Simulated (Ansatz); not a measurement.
Reaction (hydrogen abstraction from the Si–H bond): `F[SiH2][SeH]` + Cl• → `F[SiH][SeH]`• + HCl

Isolated molecules relaxed with PBE0-D4/def2-TZVP in Ansatz; ΔE leaves out vibrations. CCSD(T)/CBS is the MP2 limit (def2-TZVPP, def2-QZVPP) plus CCSD(T) − MP2 in def2-TZVPP, frozen cores. This one scheme is used for every species, atoms too. DFT in def2-TZVPP. No spin–orbit coupling; open shells (•) take unrestricted orbitals. Spin–orbit coupling would lower the free atoms: a little for Cl. Bonds to Se are less sure, by a few kJ/mol each and by 10 to 20 or more in all where they break to atoms, as the def2 sets lack core-valence functions. Scalar relativity is left out up to krypton. One conformer a species, not always the lowest.

```tsv
level	ΔE (eV)
r2SCAN0-D4	-0.47
BHLYP-D4	-0.24
PBE	-0.68
HF/def2-SVP	0.17
```

Task: What does CCSD(T)/CBS give? (An estimate is asked.)

Result: Computed: -0.37 eV. The listed levels differ from it by -0.10, 0.13, -0.31, 0.54 eV.

Largest T1 diagnostic among the species: 0.013.

From BLYP to BHLYP (50 % exact exchange), in def2-TZVPP and without D4, ΔE moves by +0.29 eV. Leaving LDA and LC-ωPBE aside and taking each functional with its dispersion term where it has one, the values, not all of them listed here, spread over 0.44 eV, from PBE-D4 to BHLYP-D4. LDA lies −0.20 eV from PBE without D4.

CCSD(T)/CBS has its own doubt, a few kJ/mol and more with outer-core shells, so smaller differences from it don't rank the levels.
